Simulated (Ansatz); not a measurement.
The cluster Cs₃H₃. The state is a singlet with charge 0. Geometry PBE-D4/def2-TZVP.

```
atom   x (Å)   y (Å)   z (Å)
 Cs1  -0.079  -1.516  -2.494
 Cs2   1.455   2.529   0.126
 Cs3  -1.376  -1.012   2.367
  H4   1.176   0.849  -1.998
  H5   0.076   1.277   2.113
  H6  -1.253  -2.127  -0.114
```

In the def2 sets Cs takes a core potential; there is no spin–orbit coupling. The structure comes from a short search, and lower isomers may exist.

Q: Estimate the orbital energies around the gap (eV) in Ansatz with PBE-D4/def2-SVP, PBE-D4/def2-TZVP, PBE-D4/def2-TZVPD, BLYP-D4/def2-TZVP, ωB97M-V/def2-TZVP.

A: 
```csv
orbital,PBE-D4/def2-SVP,PBE-D4/def2-TZVP,PBE-D4/def2-TZVPD,BLYP-D4/def2-TZVP,ωB97M-V/def2-TZVP
HOMO−13,-25.51,-25.41,-25.39,-25.30,-30.37
HOMO−12,-25.51,-25.41,-25.39,-25.30,-30.37
HOMO−11,-12.25,-12.16,-12.14,-12.01,-15.80
HOMO−10,-12.24,-12.15,-12.13,-12.00,-15.78
HOMO−9,-12.24,-12.15,-12.13,-12.00,-15.78
HOMO−8,-12.14,-12.08,-12.05,-11.92,-15.78
HOMO−7,-12.06,-11.99,-11.96,-11.83,-15.68
HOMO−6,-12.06,-11.99,-11.96,-11.83,-15.68
HOMO−5,-11.94,-11.87,-11.85,-11.70,-15.54
HOMO−4,-11.94,-11.87,-11.85,-11.70,-15.54
HOMO−3,-11.88,-11.81,-11.79,-11.64,-15.47
HOMO−2,-3.38,-3.44,-3.43,-3.32,-6.49
HOMO−1,-3.03,-3.12,-3.11,-3.00,-6.07
HOMO,-3.03,-3.12,-3.11,-3.00,-6.07
LUMO,-0.63,-0.60,-0.61,-0.60,0.12
LUMO+1,-0.63,-0.60,-0.61,-0.60,0.13
LUMO+2,-0.60,-0.60,-0.60,-0.58,0.13
LUMO+3,-0.16,-0.13,-0.15,-0.05,0.52
LUMO+4,0.21,0.16,0.14,0.17,0.70
LUMO+5,0.21,0.16,0.14,0.17,0.70
```
